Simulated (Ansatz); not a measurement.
Ansatz results at the PBE0-D4/def2-TZVP geometry: HOMO–LUMO gap (PBE/def2-TZVPP) 3.92 eV; LUMO energy (PBE0/def2-TZVPP) -0.88 eV; LUMO energy (B3LYP/def2-TZVPP) -1.10 eV.

Each molecule was computed in one conformer, which needn't be the lowest.

Task: Which molecule gave them?
A. `F[CH2][GeH3]`
B. `C=C(O)C(=C)F`
C. `COC1=C(F)C1`
D. `[AlH2][C]1(Cl)BO1`

Result: B. The others give `F[CH2][GeH3]`: 7.02, 0.78, 0.48; `[AlH2][C]1(Cl)BO1`: 3.50, -1.97, -2.20; `COC1=C(F)C1`: 5.36, 1.04, 0.68.

B3LYP here is the variant with VWN-RPA as its local correlation; programs differ in this.
